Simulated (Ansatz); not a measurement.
Ansatz (a first-principles code) input:
A basis named .json is the Basis Set Exchange file of that set.

Ansatz 0.2 input:
```yaml
crystal:
  periodic: [false, false, false]
  atoms:
    - {symbol: C, position_ang: [2.02915602, 0.02006880, 0.30279369]}
    - {symbol: C, position_ang: [0.85683085, -0.60306136, 0.41035204]}
    - {symbol: B, position_ang: [-0.51277892, -0.02483668, -0.06738725]}
    - {symbol: O, position_ang: [-0.67272563, 1.20270359, -0.65903888]}
    - {symbol: O, position_ang: [-1.62676445, -0.79233396, 0.11583252]}
    - {symbol: H, position_ang: [2.12424722, 1.00863237, -0.13924203]}
    - {symbol: H, position_ang: [2.95862250, -0.41800190, 0.64810014]}
    - {symbol: H, position_ang: [0.84744214, -1.59019826, 0.86490893]}
    - {symbol: H, position_ang: [0.14155833, 1.70189013, -0.76440560]}
    - {symbol: H, position_ang: [-2.42797614, -0.36314070, -0.20564872]}
basis:
  gaussian:
    orbitals: aug-cc-pVTZ
    fitting: {mean_field: def2-universal-jkfit, correlation: aug-cc-pVTZ-RIFIT.json}
total_charge: 1
magnetization: {spin_polarized: true, initial_magnetization: 1}
correlation: {method: mp2, electrons: outside_noble_gas}
```

Task: Predict the final energy.

Result: -253.77895 Eh (RI-MP2/aug-cc-pVTZ). The basis has 345 functions.

This state (charge 1, doublet) is run at the relaxed geometry of the species with charge 0 and multiplicity 1.
